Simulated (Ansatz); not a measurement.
Ansatz (a first-principles code) input (wB97X-V/def2-TZVP):

Ansatz 0.2 input:
```yaml
crystal:
  periodic: [false, false, false]
  atoms:
    - {symbol: Al, position_ang: [-0.00000000, -0.00000000, -2.06753599]}
    - {symbol: I, position_ang: [0.00000000, 0.00000000, 0.50713147]}
basis:
  gaussian:
    orbitals: def2-TZVP
hamiltonian:
  xc: {name: wB97X-V}
relax: {f_tol: 0.003, max_steps: 100}
```

End of the output:

```
the calculation of the forces begins
reference -14697.66066455 eV, -540.1290669898 hartree; 19, 19 occupied and 68, 68 virtual orbitals, 648 factors
relax step   3: F+E_penalty+E_count = -14697.66066582 eV  Δ(F+E_penalty+E_count) = -7.420e-5 eV  max|allowed force component| = 1.992e-3 eV/Å  Δτ_max = 0.0022 Å  (35 SCF iters, accepted)
integrals: 0.03 GiB planned
648 factors; their error is unknown
integrals: 0.07 GiB planned
167 factors; integrals over basis functions are off by at most 3.7e-5 eV
mean field: 0.31 GiB planned
mean field -14697.66066582 eV, -540.1290670368 hartree, gradient 1.3e-5 eV, S^2 0.000000; 1 other end points of the search recorded, 0 dependent functions left out
the calculation of the forces begins
reference -14697.66066455 eV, -540.1290669898 hartree; 19, 19 occupied and 68, 68 virtual orbitals, 648 factors
Total energy: -14697.66066455 eV, -540.1290669898 hartree
Atom 0 at    -0.000000     0.000000    -2.052239 Å, force    -0.000000     0.000000     0.001992 eV/Å
Atom 1 at     0.000000    -0.000000     0.491835 Å, force    -0.000000     0.000000    -0.001992 eV/Å
Dipole moment:    -0.000000    -0.000000    -0.384616 e Å
```
